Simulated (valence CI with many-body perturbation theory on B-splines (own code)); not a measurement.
**Sensitivity of CI+MBPT for Mg6+**

Level of theory: valence CI with perturbative core correlation (CI+MBPT): four valence electrons over a frozen Dirac-Fock core [He], a basis of 6 s, 6 p, 5 d, 3 f, 1 g functions for each j, with the one-electron correlation potential Σ1 (screened to all orders), the two-electron term Σ2, the three-electron term Σ3, Breit, model QED; selected single and double excitations, second order for the rest, scaled by the run's own slope (own B-spline code, finite nucleus).

Against 23 measured levels this calculation errs by 332 cm⁻¹ on average and by 897 at most.

The reference run has the lowest level 2s2.2p2 3P_0 and an ionisation energy of 225.016 eV. Its largest variational space holds 10861 state functions.

Reference levels: 2s2.2p2 3P_1 1111, 2s2.2p2 3P_2 2926, 2s2.2p2 1D_2 41281, 2s2.2p2 1S_0 85675, 2s.2p3 5S°_2 117583, 2s.2p3 3D°_3 232998, 2s.2p3 3D°_2 233105, 2s.2p3 3D°_1 233169, 2s.2p3 3P°_1 275235, 2s.2p3 3P°_2 275248, 2s.2p3 3P°_0 275287, 2s.2p3 1D°_2 355023 cm⁻¹.

Q: Rank these changes by the mean size of the shift of these levels, smallest first.
A. natural orbitals for correlation on → off
B. screening of Σ1 on → off
C. scale of Σ2 1 → 0.8; factor on the speed of light 1 → 100; QED terms on → off

A: B (2.1 cm⁻¹), A (2400 cm⁻¹), C (4200 cm⁻¹).
